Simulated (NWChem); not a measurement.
System: BNH$_{3}$OCl; SMILES NB(O)Cl

The following NWChem deck was run.

```
start job
memory heap 200 mb stack 900 mb global 1100 mb
geometry units angstroms
  B     -0.025625     0.458440     0.000000
  Cl    -0.034958    -1.335410     0.000000
  O     -1.200504     1.140421     0.000000
  H     -1.964826     0.557953     0.000000
  N      1.197374     1.132495     0.000000
  H      1.243877     2.142222     0.000000
  H      2.087718     0.658848     0.000000
end
basis spherical
  B library def2-svp
  Cl library def2-svp
  O library def2-svp
  H library def2-svp
  N library def2-svp
end
dft
  xc becke88 lyp
  iterations 150
end
driver
  maxiter 120
end
task dft optimize
task dft freq
```

Output (shortened):

```
             Northwest Computational Chemistry Package (NWChem) 7.3.0
             --------------------------------------------------------

 CS  symmetry detected

                             Geometry "geometry" -> ""
                             -------------------------

 Output coordinates in angstroms (scale by  1.889725989 to convert to a.u.)

  No.       Tag          Charge          X              Y              Z
 ---- ---------------- ---------- -------------- -------------- --------------
    1 B                    5.0000    -0.02289678     0.45800202     0.00000000
    2 Cl                  17.0000     0.01365993    -1.33549973     0.00000000
    3 O                    8.0000    -1.21483640     1.10970647     0.00000000
    4 H                    1.0000    -1.96400877     0.50787772     0.00000000
    5 N                    7.0000     1.18245971     1.16312075     0.00000000
    6 H                    1.0000     1.20311869     2.17370689     0.00000000
    7 H                    1.0000     2.08462826     0.71240373     0.00000000

 Effective nuclear repulsion energy (a.u.)     144.4738060317

      Symmetry information
      --------------------

 Group name             Cs
 Group number              2
 Group order               2
 No. of unique centers     7

                                Z-matrix (autoz)
                                --------

 Units are Angstrom for bonds and degrees for angles

      Type          Name      I     J     K     L     M      Value
      ----------- --------  ----- ----- ----- ----- ----- ----------
    1 Stretch                  1     2                       1.79387
    2 Stretch                  1     3                       1.35847
    3 Stretch                  1     5                       1.39645
    4 Stretch                  3     4                       0.96097
    5 Stretch                  5     6                       1.01080
    6 Stretch                  5     7                       1.00849
    7 Bend                     1     3     4               112.55617
    8 Bend                     1     5     6               121.49822
    9 Bend                     1     5     7               123.12650
   10 Bend                     2     1     3               119.83575
   11 Bend                     2     1     5               119.15942
   12 Bend                     3     1     5               121.00483
   13 Bend                     6     5     7               115.37528
   14 Torsion                  2     1     3     4           0.00000
   15 Torsion                  2     1     5     6         180.00000
   16 Torsion                  2     1     5     7           0.00000
   17 Torsion                  3     1     5     6           0.00000
   18 Torsion                  3     1     5     7         180.00000
   19 Torsion                  4     3     1     5         180.00000

                           NWChem Geometry Optimization
                           ----------------------------

 maximum gradient threshold         (gmax) =   0.000450
 rms gradient threshold             (grms) =   0.000300
 maximum cartesian step threshold   (xmax) =   0.001800
 rms cartesian step threshold       (xrms) =   0.001200
 fixed trust radius                (trust) =   0.300000
 source of zmatrix                         =   autoz

          -------------------
          Energy Minimization
          -------------------

 Using diagonal initial Hessian
 Scaling for Hessian diagonals: bonds = 1.00  angles = 0.25  torsions = 0.10

          --------
          Step   0

                                 NWChem DFT Module
                                 -----------------

 Summary of "ao basis" -> "ao basis" (spherical)
 ------------------------------------------------------------------------------
       Tag                 Description            Shells   Functions and Types
 ---------------- ------------------------------  ------  ---------------------
 B                          def2-svp                 6       14   3s2p1d
 Cl                         def2-svp                 8       18   4s3p1d
 O                          def2-svp                 6       14   3s2p1d
 H                          def2-svp                 3        5   2s1p
 N                          def2-svp                 6       14   3s2p1d

      Symmetry analysis of basis
      --------------------------

        a'         55
        a"         20

[...]

      ----------------------
      Optimization converged
      ----------------------

  Step       Energy      Delta E   Gmax     Grms     Xrms     Xmax
  ---- ---------------- -------- -------- -------- -------- --------
@    5    -616.66311488 -1.8D-07  0.00005  0.00002  0.00056  0.00119
                                     ok       ok       ok       ok

                                Z-matrix (autoz)
                                --------

 Units are Angstrom for bonds and degrees for angles

      Type          Name      I     J     K     L     M      Value     Gradient
      ----------- --------  ----- ----- ----- ----- ----- ---------- ----------
    1 Stretch                  1     2                       1.81754   -0.00003
    2 Stretch                  1     3                       1.37308    0.00005
    3 Stretch                  1     5                       1.40826   -0.00002
    4 Stretch                  3     4                       0.97355    0.00003
    5 Stretch                  5     6                       1.02046    0.00001
    6 Stretch                  5     7                       1.01771   -0.00000
    7 Bend                     1     3     4               112.39231   -0.00001
    8 Bend                     1     5     6               121.75708   -0.00001
    9 Bend                     1     5     7               123.31299    0.00001
   10 Bend                     2     1     3               120.15923   -0.00001
   11 Bend                     2     1     5               119.17903    0.00001
   12 Bend                     3     1     5               120.66174   -0.00000
   13 Bend                     6     5     7               114.92993   -0.00000
   14 Torsion                  2     1     3     4           0.00000    0.00000
   15 Torsion                  2     1     5     6         180.00000    0.00000
   16 Torsion                  2     1     5     7           0.00000    0.00000
   17 Torsion                  3     1     5     6           0.00000    0.00000
   18 Torsion                  3     1     5     7         180.00000    0.00000
   19 Torsion                  4     3     1     5         180.00000    0.00000

                         Geometry "geometry" -> "geometry"
                         ---------------------------------

 Output coordinates in angstroms (scale by  1.889725989 to convert to a.u.)

[...]

 Rotational Constants
 --------------------
 A=   0.313409 cm-1  (  0.450915 K)
 B=   0.151066 cm-1  (  0.217345 K)
 C=   0.101933 cm-1  (  0.146656 K)

 Temperature                      =   298.15K
 frequency scaling parameter      =   1.0000

 Zero-Point correction to Energy  =   28.568 kcal/mol  (  0.045525 au)
 Thermal correction to Energy     =   31.651 kcal/mol  (  0.050439 au)
 Thermal correction to Enthalpy   =   32.243 kcal/mol  (  0.051382 au)

 Total Entropy                    =   70.720 cal/mol-K
   - Translational                =   38.998 cal/mol-K (mol. weight =  78.9996)
   - Rotational                   =   25.306 cal/mol-K (symmetry #  =        1)
   - Vibrational                  =    6.417 cal/mol-K

 Cv (constant volume heat capacity) =   16.819 cal/mol-K
   - Translational                  =    2.979 cal/mol-K
   - Rotational                     =    2.979 cal/mol-K
   - Vibrational                    =   10.860 cal/mol-K

[normal modes left out]

 ----------------------------------------------------------------------------
 Normal Eigenvalue ||           Projected Infra Red Intensities
  Mode   [cm**-1]  || [atomic units] [(debye/angs)**2] [(KM/mol)] [arbitrary]
 ------ ---------- || -------------- ----------------- ---------- -----------
    1       -0.000 ||    0.000342           0.008         0.333       0.052
    2       -0.000 ||    0.000436           0.010         0.425       0.067
    3       -0.000 ||    0.000205           0.005         0.200       0.031
    4       -0.000 ||    0.000006           0.000         0.006       0.001
    5        0.000 ||    0.000003           0.000         0.003       0.000
    6        0.000 ||    0.000002           0.000         0.002       0.000
    7      312.836 ||    0.003759           0.087         3.665       0.575
    8      355.462 ||    0.060916           1.405        59.384       9.317
    9      364.278 ||    0.013217           0.305        12.884       2.022
   10      407.586 ||    0.187953           4.336       183.226      28.748
   11      528.763 ||    0.062771           1.448        61.192       9.601
   12      562.323 ||    0.000376           0.009         0.367       0.058
   13      596.715 ||    0.028712           0.662        27.990       4.392
   14      874.216 ||    0.011060           0.255        10.782       1.692
   15      974.765 ||    0.095917           2.213        93.504      14.671
   16     1199.745 ||    0.395601           9.127       385.652      60.509
   17     1405.317 ||    0.114521           2.642       111.641      17.516
   18     1548.412 ||    0.244662           5.645       238.509      37.422
   19     3508.201 ||    0.040717           0.939        39.693       6.228
   20     3617.283 ||    0.034876           0.805        33.999       5.334
   21     3736.936 ||    0.076915           1.774        74.980      11.764
 ----------------------------------------------------------------------------
```

Level: BLYP/def2-SVP.
